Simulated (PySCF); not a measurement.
## Working out the ionisation energy of Cu⁺

Cu⁺ [Ar] 3d10 (1S) → Cu²⁺ [Ar] 3d9 (2D). Calculation: PySCF 2.14, in cc-pVDZ-PP with ECP10MDF (4s4p3d1f, 38 functions); a scalar-relativistic core potential. Frozen: 3s2 3p6. Energies in hartree (1 hartree = 27.21139 eV):

```tsv
part	Cu⁺ (lower)	Cu²⁺ (upper)
UHF	-195.921911	-195.290943
MP2 opposite-spin	-0.246519	-0.174508
MP2 same-spin	-0.146205	-0.103005
```

What does Hartree-Fock give?

(-195.290943) − (-195.921911) = 0.630968 hartree = 17.170 eV.

What do MP2 and SCS-MP2 (6/5 opposite-spin, 1/3 same-spin) give?

The opposite-spin parts differ by 1.960 eV and the same-spin parts by 1.176 eV. MP2: 17.170 + (1.960) + (1.176) = 20.306 eV. SCS-MP2: 17.170 + 1.2 × (1.960) + (1.176)/3 = 19.914 eV.

Reference: 20.292 eV (measured; NIST Atomic Spectra Database, ionization energies), between the lowest levels; spin-orbit coupling is absent from the calculation.

A double-zeta basis recovers only part of the correlation energy.

What remains against the reference includes basis incompleteness, the frozen core and correlation beyond second order.
